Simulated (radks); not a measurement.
The numbers below are computed, except where a source is named.
Valence configurations of Er+ (all share [Xe]). Code: a radial shooting solver on a logarithmic mesh with Libxc functionals. Model: Dirac Kohn-Sham, PBE, spin-unpolarised, spherical densities, finite nucleus; open shells fill j = l - 1/2 first; Fermi nuclear charge, rms radius 5.2516 fm. Energies are relative to 4f12 6s1; eigenvalues in eV.

valence,E (eV),e(4f5/2),e(4f7/2),e(5d3/2),e(6p1/2),e(6p3/2)
4f12 6s1,0.000,-10.256,-9.174,-,-,-
4f12 6s0.5 6p0.5,1.646,-10.863,-9.781,-,-6.102,-
4f11.5 5d0.5 6s1,1.716,-13.244,-12.128,-7.559,-,-
4f12 5d1,2.390,-8.634,-7.553,-5.802,-,-
4f13,2.392,-4.315,-3.301,-,-,-
4f11.5 6s1 6p0.5,2.615,-14.910,-13.792,-,-6.634,-
4f12 6p1,3.306,-11.462,-10.378,-,-6.419,-
4f11 5d1 6s1,4.608,-16.455,-15.305,-8.270,-,-
4f11 6s1 6p1,7.238,-19.983,-18.831,-,-7.425,-
4f9.5 6s1 6p2.5,35.529,-37.198,-35.939,-,-9.613,-8.812

NIST lists [Xe] 4f12 6s1 as the ground configuration; this level of theory agrees among the configurations tried. The energies are those of spherical spin-averaged densities, not of single terms.
